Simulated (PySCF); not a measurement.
CuI, SMILES [Cu][I], multiplicity 1.

Geometry optimised at PBE0-D3(BJ)/def2-TZVP. The spin state was assumed, not searched. The def2 effective core potentials stand for the cores of I; spin–orbit coupling is left out.

Two levels are set side by side: TDA-PBE/def2-TZVPD (PySCF) and TDA-CAM-B3LYP/def2-TZVPD (PySCF). Vertical, same geometry. The lowest singlet is HOMO−1→LUMO 100 % with PBE and HOMO→LUMO 83 %, HOMO−5→LUMO 15 % with the other functional; states are paired by order. Differences are taken from unrounded values.

```json
[
 {"quantity": "lowest singlet excitation (eV)", "TDA-CAM-B3LYP": "2.72"},
 {"quantity": "lowest triplet excitation (TDA) (eV)", "TDA-CAM-B3LYP": "2.37"}
]
```

Question: What does TDA-PBE give, and how far is it from TDA-CAM-B3LYP? (The exact figures need the calculation; the answer reports its results.)

Answer: 
| quantity | TDA-PBE | TDA-PBE minus TDA-CAM-B3LYP |
|---|---|---|
| lowest singlet excitation (eV) | 2.07 | -0.65 |
| lowest triplet excitation (TDA) (eV) | 1.74 | -0.63 |

Functionals without exact exchange tend to place singlet excitations lower, as here. Differences between two approximate levels are no errors against the true value.

Rough cost on one machine, each run with all the roots and properties that it gave: TDA-CAM-B3LYP against TDA-PBE about 2 times.
